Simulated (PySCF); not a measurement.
Compound: C6H7P.
Bonds: P1–C2, C2–C3 (aromatic), C3–C4 (aromatic), C4–C5 (aromatic), C5–C6 (aromatic), C6–C7 (aromatic), C2–C7 (aromatic). Hydrogens: H8, H9 on P1; H10 on C3; H11 on C4; H12 on C5; H13 on C6; H14 on C7.

NICS = −σ at a ghost point: NICS(0) at the centroid of the ring atoms, NICS(1) 1 Å to either side along the normal of their mean plane, zz for the tensor component along that normal. Level: GIAO PBE0/pcSseg-1 (PySCF, non-relativistic, gas phase) on the PBE0-D3(BJ)/def2-SVP geometry, one conformer.

Ring bond lengths (Å), with Mayer bond orders in brackets: C2–C3 1.401 (1.40), C3–C4 1.394 (1.45), C4–C5 1.394 (1.43), C5–C6 1.394 (1.43), C6–C7 1.393 (1.46), C7–C2 1.401 (1.39).

**Question.** What do the NICS probes read (ppm)?

**Answer.** 
```csv
ring,type,NICS(0),"NICS(1), two faces","NICS(1)zz, two faces",rms pucker (Å),"centre to ring atoms, mean (Å)"
C2–C3–C4–C5–C6–C7,6-membered carbocycle; formal bonds all aromatic,-8.0,-10.8 / -10.9,-27.1 / -27.2,0.00,1.40
```

**Question.** What can be read from them?

**Answer.** 
- C2–C3–C4–C5–C6–C7: mean NICS(1)zz -27.1 ppm, shielded. For a flat ring without four-coordinate atoms the NICS criterion counts such a value as aromatic.

**Question.** What does the geometric index give? HOMA takes Krygowski's 1993 parameters.

**Answer.** 
- C2–C3–C4–C5–C6–C7: HOMA 0.98 = 1 − EN − GEO, with mean bond length 1.396 Å, EN = α(Ropt − mean)² = 0.017 and GEO = α × variance = 0.003. The geometric and the magnetic index point the same way.

**Question.** List the ring angles and the Hirshfeld charges of the ring atoms.

**Answer.** 
- C2–C3–C4–C5–C6–C7: C2 118.6° (-0.051 e), C3 120.7° (-0.055 e), C4 120.3° (-0.047 e), C5 119.5° (-0.050 e), C6 120.3° (-0.047 e), C7 120.6° (-0.055 e); sum 720.0° against 720° for a flat convex ring.

**Question.** What are the shieldings of the ring atoms and their hydrogens in the same run (means over atoms taken as equivalent)?

**Answer.** 
```tsv
atoms	environment	σ isotropic (ppm)	principal values of the symmetric part, first atom (ppm)
C2	substituted aromatic carbon	46.0	-52.3, 18.2, 172.2
C3 (×2)	aromatic CH carbon	48.1	-63.7, 42.7, 165.3
C4 (×2)	aromatic CH carbon	50.4	-61.1, 38.3, 174.1
C5	aromatic CH carbon	52.4	-56.6, 36.9, 176.9
H10 (×2)	aromatic hydrogen	23.85	19.9, 22.8, 28.9
H11 (×2)	aromatic hydrogen	23.93	20.6, 24.4, 26.8
H12	aromatic hydrogen	24.02	20.9, 24.7, 26.5
```

**Question.** How do the values depend on the level or the medium?

**Answer.** 
```tsv
level	NICS(0), C2–C3–C4–C5–C6–C7	mean NICS(1)zz, C2–C3–C4–C5–C6–C7
PBE0/pcSseg-1, gas	-8.0	-27.1
mPW1PW91/pcSseg-2, gas	-7.7	-27.4
```

The geometry is the same throughout.

Shape of the structure used: `[PH2:1][c:2]1[cH:3][cH:4][cH:5][cH:6][cH:7]1`: H–P1–C2–C3 140°, H–P1–C2–C3 45°.
